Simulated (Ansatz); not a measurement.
The cluster Na2Li5⁻. Charge -1, multiplicity 1. Geometry PBE/def2-TZVPD; atoms count from 1.

```xyz
7

Li    0.091   -0.611    1.992
Li    0.643   -0.189   -0.936
Li    2.872   -0.695    0.659
Li   -1.989    0.540    0.364
Li   -1.180    1.159   -2.531
Na   -1.088   -2.524   -0.319
Na    0.651    2.319    0.771
```

The restricted singlet is unstable towards broken spin symmetry in Hartree–Fock (as tested in another run); at PBE0/def2-TZVPD this wasn't settled. Another isomer (singlet) lies 0.18 eV lower at PBE0/def2-TZVPD; other spin states weren't run for this one.

Estimate the Mulliken populations from the PBE0/def2-TZVPD orbitals of Ansatz.


```tsv
atom	charge (e)
Li1	-0.24
Li2	-0.66
Li3	-0.03
Li4	-0.26
Li5	-0.01
Na6	0.17
Na7	0.03
```
Mulliken values depend strongly on the basis. With diffuse functions, as here, like atoms can get unlike values, and bond orders can come out too low or too high.

And the Mayer bond orders between heavy atoms (over 0.3)?

Li1–Li2 0.50 (3.01 Å); Li2–Li3 0.43 (2.79 Å); Li2–Li4 0.56 (3.02 Å); Li2–Li5 0.44 (2.77 Å).
